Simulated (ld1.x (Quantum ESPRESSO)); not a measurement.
**cobalt (Co), PAW: configuration errors across variants**

Co, PAW, made with ld1.x (Quantum ESPRESSO) 7.5 (PBE, scalar-relativistic). Core [Ar], reference 3d8 4s1 4p0. Waves: 4s (bound): rcut 1.50, rcutus 2.00 bohr; 4s channel at 3.75 Ry: rcut 1.50, rcutus 2.00 bohr; 4p (bound, empty): rcut 2.55, rcutus 3.20 bohr; 4p channel at 2.95 Ry: rcut 2.55, rcutus 3.20 bohr; 3d (bound): rcut 1.05, rcutus 1.35 bohr; 3d channel at 2.05 Ry: rcut 1.05, rcutus 1.35 bohr. Local part: all-electron potential smoothed inside 1.15 bohr (lloc = -1). Core correction: a·sin(br)/r model core inside 1.15 bohr. Augmentation charge: BESSEL, radius 0.85 bohr.

All-electron excitation energies from the reference (eV): (1) 3d7 4s2 4p0 1.203; (2) 3d7 4s1 4p0 10.233; (3) 3d7 4s0 4p0 27.019; (4) 3d8 4s0 4p0 7.674; (5) 3d6 4s2 4p1 10.863; (6) 3d5 4s0 4p0 118.240; (7) 3d6 4s2 4p0 16.385.

A true bound ghost makes a file unfit for plane-wave use even where its test errors are small: the radial tests pick states by their node count and pass the ghost by.

Errors AE − PS in meV (a dash: test not solved or not reliable):

| change | (1) | (2) | (3) | (4) | (5) | (6) | (7) | bound ghosts |
| --- | --- | --- | --- | --- | --- | --- | --- | --- |
| base | -64 | -57 | -66 | -5.1 | -347 | -2154 | -405 | s |
| core correction a·sin(br)/r model core, default radius (ld1.x builds one for every PAW set, though the input has nlcc=.false.) | -66 | -58 | -33 | +7.5 | -362 | -2365 | -424 | s |
| core correction a·sin(br)/r model core inside 0.62 bohr | -64 | -57 | -66 | -5.0 | -345 | -2153 | -404 | s |
| core correction a·sin(br)/r model core inside 0.98 bohr | -64 | -57 | -66 | -5.1 | -346 | -2154 | -405 | s |
| core correction a·sin(br)/r model core inside 1.22 bohr | -64 | -57 | -66 | -5.1 | -347 | -2155 | -405 | s |
| core correction a·sin(br)/r model core inside 1.38 bohr | -64 | -57 | -66 | -5.0 | -347 | -2165 | -405 | s |
| core correction a·sin(br)/r model core inside 1.62 bohr | -64 | -57 | -65 | -4.3 | -349 | -2221 | -407 | s |

Question: Give the same row for: core correction a·sin(br)/r model core inside 0.82 bohr.

Answer: -64, -57, -66, -5.1, -346, -2153, -405; bound ghosts: s.
